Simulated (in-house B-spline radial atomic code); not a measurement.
Ionisation energies along the 35-electron series, configuration [Ar] 3d10 4s2 4p5, as differences of self-consistent energies. NIST's values go from ground level to ground level; the uncertainty of those that are theory runs from under 0.1 % in few-electron ions to several per cent in heavy many-electron ones. Computed with an all-electron radial atomic-structure program (B-spline basis): non-relativistic Hartree-Fock, average of the configuration, point nuclei.

This level leaves out relativity, spin-orbit splitting included, which matters for heavy ions.

| ion | configuration after | ionisation energy (eV) | IE/(q+1)² (eV) | -ε less Coulomb ΔSCF (eV) | tabulated value (eV) | tabulated kind | computed minus tabulated (eV) |
| --- | --- | --- | --- | --- | --- | --- | --- |
| Br | [Ar] 3d10 4s2 4p4 | 11.6 | 11.565 | 0.87304 | 11.81381 | measured | -0.2 |
| Kr+ | [Ar] 3d10 4s2 4p4 | ? | ? | ? | ? | measured | ? |
| Rb2+ | [Ar] 3d10 4s2 4p4 | ? | ? | ? | ? | semi-empirical | ? |
| Sr3+ | [Ar] 3d10 4s2 4p4 | 56.1 | 3.5044 | 0.67344 | 56.28 | semi-empirical | -0.2 |
| Zr5+ | [Ar] 3d10 4s2 4p4 | 96.2 | 2.6709 | 0.62503 | 96.38 | semi-empirical | -0.2 |
| Nb6+ | [Ar] 3d10 4s2 4p4 | 119.1 | 2.4302 | 0.60984 | 119.1 | measured | 0.0 |
| Mo7+ | [Ar] 3d10 4s2 4p4 | 143.9 | 2.248 | 0.59831 | 143.6 | measured | 0.3 |
| Tc8+ | [Ar] 3d10 4s2 4p4 | 170.5 | 2.1051 | 0.58947 | 169 | tabulated theory | 1.5 |
| Ru9+ | [Ar] 3d10 4s2 4p4 | ? | ? | ? | ? | tabulated theory | ? |
| Rh10+ | [Ar] 3d10 4s2 4p4 | 229.2 | 1.8945 | 0.57728 | 228 | tabulated theory | 1.2 |
| Pd11+ | [Ar] 3d10 4s2 4p4 | 261.3 | 1.8144 | 0.57311 | 260 | tabulated theory | 1.3 |
| Ag12+ | [Ar] 3d10 4s2 4p4 | 295.1 | 1.7462 | 0.56986 | 294 | tabulated theory | 1.1 |
| Cd13+ | [Ar] 3d10 4s2 4p4 | 330.7 | 1.6873 | 0.56734 | 329 | tabulated theory | 1.7 |
| In14+ | [Ar] 3d10 4s2 4p4 | 368.1 | 1.6358 | 0.5654 | 368 | tabulated theory | 0.1 |
| Sn15+ | [Ar] 3d10 4s2 4p4 | 407.2 | 1.5905 | 0.56393 | 407 | tabulated theory | 0.2 |
| Sb16+ | [Ar] 3d10 4s2 4p4 | 448.0 | 1.5503 | 0.56284 | 447 | tabulated theory | 1.0 |

Problem. Fill in the row of Kr+.

Solution. ionisation energy (eV): 24.1; IE/(q+1)² (eV): 6.035; -ε less Coulomb ΔSCF (eV): 0.77335; tabulated value (eV): 24.35984; computed minus tabulated (eV): -0.2.

Problem. Fill in the row of Rb2+.

Solution. ionisation energy (eV): 39.0; IE/(q+1)² (eV): 4.3373; -ε less Coulomb ΔSCF (eV): 0.71334; tabulated value (eV): 39.247; computed minus tabulated (eV): -0.2.

Problem. Fill in the row of Ru9+.

Solution. ionisation energy (eV): 199.0; IE/(q+1)² (eV): 1.9897; -ε less Coulomb ΔSCF (eV): 0.58261; tabulated value (eV): 198; computed minus tabulated (eV): 1.0.

Problem. How far is this level of theory from the measured and semi-empirical values?

Solution. Over those 7 rows the differences run from -0.249 to +0.274 eV (mean absolute value 0.2 eV). The calculation leaves out relativity, correlation and, in open shells, the multiplet splittings that an average leaves out.
